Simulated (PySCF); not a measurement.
Precursor series Mo OH-NH2. All species are isolated molecules in the gas phase. One relaxed conformer stands for each flexible species; it need not be the lowest.

Method: B3LYP-D3(BJ)/def2-TZVP // TPSS-D3(BJ)/def2-SVP run with PySCF. All candidates: neutral, multiplicity 1. B3LYP has the VWN-RPA correlation part, as in Gaussian. 

| Quantity | Result |
|---|---|
| HOMO | -7.29 eV |
| HOMO–LUMO gap | 4.13 eV |
| LUMO | -3.15 eV |

**Question.** Name which member has these values.
A. [Mo(OH)5(NH2)]
B. [Mo(OH)4(NH2)2]
C. [Mo(OH)3(NH2)3]
D. [Mo(OH)6]

**Answer.** B, [Mo(OH)4(NH2)2]. The others give [Mo(OH)6]: -8.56 eV, 4.68 eV, -3.88 eV; [Mo(OH)3(NH2)3]: -7.05 eV, 4.22 eV, -2.83 eV; [Mo(OH)5(NH2)]: -7.60 eV, 4.11 eV, -3.48 eV
